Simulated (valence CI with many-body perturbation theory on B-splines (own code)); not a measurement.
Energy levels of Cs⁶⁺

Computed by relativistic CI+MBPT: three valence electrons over a frozen Dirac-Fock core [Kr] 4d10, radial functions for each j: 7 s, 7 p, 7 d, 7 f, 4 g, 2 h, with the one-electron correlation potential Σ1, the two-electron term Σ2, the three-electron term Σ3, Breit, model QED; selected CI, second order for the rest, scaled by the run's own slope (own B-spline code, finite nucleus).

Set against measurement, 63 paired levels are off by 477 cm⁻¹ on average, the worst by 1585. These come from a selection out of Sansonetti, J. Phys. Chem. Ref. Data 38, 761 (2009). Levels without a partner in it may be off by more, other configurations by several thousand cm⁻¹. The list stops below the first excitations out of the core. 3 measured levels below the end of the list, from 384898 cm⁻¹ on, found no clear computed partner, and computed levels of the same name lie up to 2852 cm⁻¹ from them.

Levels 46 to 90 of 204, with energies above the lowest level, 5s²5p ²P°_1/2. "Leading %" is the weight of the configuration and term that name the level; weights of strongly mixed levels are sums over their largest components and can fall short. Lifetimes count E1, E2, E3, M1 and M2 decay at the calculated energies, and are blank where another channel may lead or the interval is too uncertain; long ones can be off by a factor of two.

| No. | Configuration | Term | J | E (cm⁻¹) | Leading % | Lifetime | Second component |
| --- | --- | --- | --- | --- | --- | --- | --- |
| 46 | 4f5s5p | ²F | 7/2 | 314190 | 91 | 135 ps |  |
| 47 | 5s5p5d | ⁴F° | 9/2 | 315050 | 98 | 28.4 ns |  |
| 48 | 4f5s5p | ²G | 9/2 | 318080 | 94 | 146 ps |  |
| 49 | 4f5s5p | ²G | 7/2 | 318530 | 94 | 151 ps |  |
| 50 | 5s²6p | ²P° | 1/2 | 321520 | 95 | 199 ps |  |
| 51 | 5s5p5d | ²F° | 5/2 | 323090 | 41 | 69.9 ps | 22 % 5s5p5d ²D° |
| 52 | 5s5p5d | ²D° | 3/2 | 324420 | 53 | 59.4 ps | 11 % 5p³ ²D° |
| 53 | 4f5s5p | ²D | 3/2 | 324810 | 93 | 93.6 ps |  |
| 54 | 5s5p5d | ⁴D° | 7/2 | 324970 | 87 | 45.0 ps | 9 % 5s5p5d ⁴F° |
| 55 | 4f5s5p | ²D | 5/2 | 326050 | 92 | 93.2 ps |  |
| 56 | 5s5p5d | ⁴D° | 5/2 | 326230 | 46 | 54.4 ps | 27 % 5s5p5d ⁴P° |
| 57 | 5s5p5d | ⁴P° | 1/2 | 326440 | 90 | 59.3 ps | 9 % 5s5p5d ⁴D° |
| 58 | 5s5p5d | ⁴P° | 3/2 | 326920 | 58 | 61.1 ps | 22 % 5s5p5d ⁴D° |
| 59 | 5s²6p | ²P° | 3/2 | 328590 | 79 | 128 ps | 8 % 5s5p5d ²D° |
| 60 | 5s5p5d | ²D° | 5/2 | 332660 | 47 | 79.9 ps | 22 % 5s5p5d ²F° |
| 61 | 5s5p5d | ²F° | 7/2 | 342820 | 94 | 98.6 ps |  |
| 62 | 5s5p5d | ²P° | 3/2 | 348730 | 54 | 42.4 ps | 27 % 5s5p5d ²D° |
| 63 | 5s5p5d | ²F° | 7/2 | 356800 | 77 | 50.2 ps | 14 % 5s²5f ²F° |
| 64 | 5s5p5d | ²P° | 1/2 | 357580 | 85 | 55.4 ps | 7 % 5p³ ²P° |
| 65 | 5s5p5d | ²F° | 5/2 | 358080 | 74 | 45.5 ps | 15 % 5s²5f ²F° |
| 66 | 5s5p5d | ²D° | 3/2 | 365750 | 61 | 33.3 ps | 20 % 5s5p5d ²P° |
| 67 | 5s5p5d | ²P° | 1/2 | 365760 | 86 | 39.0 ps |  |
| 68 | 5s5p5d | ²D° | 5/2 | 367420 | 78 | 31.8 ps | 5 % 5s5p5d ²F° |
| 69 | 5s5p5d | ²P° | 3/2 | 369130 | 84 | 43.5 ps |  |
| 70 | 5s5p6s | ⁴P° | 1/2 | 379800 | 94 | 58.1 ps | 4 % 5s5p6s ²P° |
| 71 | 5s5p6s | ⁴P° | 3/2 | 384620 | 87 | 54.5 ps | 10 % 5s5p6s ²P° |
| 72 | 5s²5f | ²F° | 5/2 | 387750 | 80 | 36.3 ps | 16 % 5s5p5d ²F° |
| 73 | 5s²5f | ²F° | 7/2 | 387790 | 82 | 38.5 ps | 12 % 5s5p5d ²F° |
| 74 | 5s5p6s | ²P° | 1/2 | 391810 | 92 | 43.5 ps |  |
| 75 | 4f5p² | ⁴G° | 5/2 | 397270 | 63 | 186 ps | 10 % 4f5p² ²F° |
| 76 | 5s5p6s | ⁴P° | 5/2 | 399360 | 98 | 61.0 ps |  |
| 77 | 4f5p² | ⁴G° | 7/2 | 399800 | 31 | 196 ps | 22 % 4f5p² ⁴D° |
| 78 | 5s²6d | ²D | 3/2 | 400450 | 95 | 282 ps |  |
| 79 | 5s²6d | ²D | 5/2 | 401620 | 95 | 327 ps |  |
| 80 | 4f5p² | ²G° | 7/2 | 405400 | 66 | 300 ps | 28 % 4f5p² ⁴G° |
| 81 | 5s5p6s | ²P° | 3/2 | 407210 | 87 | 37.2 ps | 8 % 5s5p6s ⁴P° |
| 82 | 4f5p² | ⁴G° | 9/2 | 408710 | 44 | 282 ps | 41 % 4f5p² ²G° |
| 83 | 4f5p² | ²D° | 5/2 | 409600 | 56 | 149 ps | 25 % 4f5p² ⁴G° |
| 84 | 4f5p² | ⁴D° | 7/2 | 410120 | 54 | 161 ps | 27 % 4f5p² ⁴G° |
| 85 | 4f5p² | ⁴G° | 9/2 | 410910 | 38 | 198 ps | 31 % 4f5p² ²G° |
| 86 | 4f5p² | ⁴D° | 5/2 | 412780 | 56 | 162 ps | 18 % 4f5p² ²D° |
| 87 | 4f5p² | ⁴G° | 11/2 | 413180 | 61 | 230 ps | 33 % 4f5p² ²H° |
| 88 | 4f5p² | ⁴F° | 3/2 | 413840 | 53 | 134 ps | 28 % 4f5p² ⁴D° |
| 89 | 4f5p² | ²F° | 7/2 | 414110 | 59 | 303 ps | 27 % 4f5p² ⁴F° |
| 90 | 4f5p² | ²F° | 5/2 | 414530 | 55 | 297 ps | 19 % 4f5p² ⁴F° |

Names give the largest LS component (configuration and term), which can be under half, so a name can repeat, a term be missing and a line seem to break the LS rules; names also repeat where a configuration has a term twice.

Where two levels of one J and parity lie close, their mixing, g and order are uncertain.
